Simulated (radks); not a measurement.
Values are calculated unless marked as measured or tabulated.
Task: These are the eigenvalues of the occupied orbitals of an atom or ion with whole-number occupations (hartree). Code: a radial shooting solver on a logarithmic mesh with Libxc functionals. Model: Dirac Kohn-Sham, PBE, spin-unpolarised, spherical densities, finite nucleus; Fermi nuclear charge, rms radius of each element as measured or else 0.836 A^(1/3) + 0.57 fm.

orbital  eigenvalue
1s1/2     -1262.810
2s1/2     -197.0363
2p1/2     -185.1631
2p3/2     -173.2330
3s1/2     -40.83995
3p1/2     -35.90391
3p3/2     -33.63786
3d3/2     -24.95176
3d5/2     -24.47285
4s1/2      -7.91825
4p1/2      -6.17038
4p3/2      -5.71824
4d3/2      -2.89009
4d5/2      -2.81689
5s1/2      -1.32997
5p1/2      -0.90509
5p3/2      -0.84881
7p1/2      -0.11458
7p3/2      -0.11180

Which element is it, and in what charge state? The configuration may be excited. Open shells, if any, are shared by 2j + 1.

Result: Z = 54, xenon, charge +1: Xe+ in [Kr] 4d10 5s2 5p4 7p1. The list shows which subshells hold electrons but not how many an open one holds; the 1s level, -1262.8 hartree, gives Z - s = 50.3 by -(Z - s)^2/2, which with screening and relativity narrows Z to a few neighbours, and the depths of the outer levels then fix element, charge and occupations together.
